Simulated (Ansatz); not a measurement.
A search over several starts for the lowest SCF solution of the cluster W2S4⁻ at the given spin, in a small basis.

```yaml
crystal:
  periodic: [false, false, false]
  atoms:
    - {symbol: W, position_ang: [1.240582, -0.339549, -0.014349]}
    - {symbol: W, position_ang: [-0.915703, 0.886255, 0.174324]}
    - {symbol: S, position_ang: [1.304890, -2.460738, -0.555931]}
    - {symbol: S, position_ang: [0.498307, 0.558827, 2.062025]}
    - {symbol: S, position_ang: [-2.831828, -0.108771, -0.193476]}
    - {symbol: S, position_ang: [0.703753, 1.463986, -1.472593]}
basis:
  gaussian: {orbitals: def2-SVP, initial_orbitals: start.molden}
total_charge: -1
magnetization: {spin_polarized: true, initial_magnetization: 3}
hamiltonian: {xc: pbe, dispersion: d4}
output: {orbitals: {seedname: orbitals}}
```

The file start.molden holds the orbitals of an earlier run on this structure, at another level or in another basis.

```sh
$ ansatz run in.yaml --threads 4 --pin off --events-out ev --progress --plain --max-ram 4787MiB
```

Output, abridged:

```
Functional definition: PBE
1434 factors; their error is unknown
mean field evaluation 1: about -46970.8001 eV, gradient 4.2e1 eV
mean field evaluation 2: about -46970.9727 eV, gradient 7.4e-1 eV
mean field evaluation 4: about -46970.8732 eV, gradient 1.4e-1 eV
mean field evaluation 8: about -46970.8733 eV, gradient 2.6e-5 eV
mean field evaluation 16: about -46970.8733 eV, gradient 5.0e-6 eV
mean field evaluation 32: about -46970.8733 eV, gradient 2.7e-3 eV
mean field evaluation 64: about -46968.0500 eV, gradient 5.9e0 eV
mean field evaluation 96: about -46968.4900 eV, gradient 4.7e-1 eV
mean field -46970.87326554 eV, -1726.1477545072 hartree, gradient 5.0e-6 eV, S^2 3.765928; 9 other end points of the search recorded, 0 dependent functions left out
reference -46970.87332143 eV, -1726.1477565612 hartree; 48, 45 occupied and 88, 91 virtual orbitals, 1434 factors
Total energy: -46971.33508330 eV, -1726.1647259970 hartree
```

Run time 20 s (4 threads of Arm Neoverse V2 on a shared host).

In the def2 sets W takes a core potential; there is no spin–orbit coupling. At PBE0-D4/def2-TZVPD a doublet of charge -1 lies 0.22 eV below the quartet, each at its own geometry. The structure comes from a short search, and lower isomers may exist.
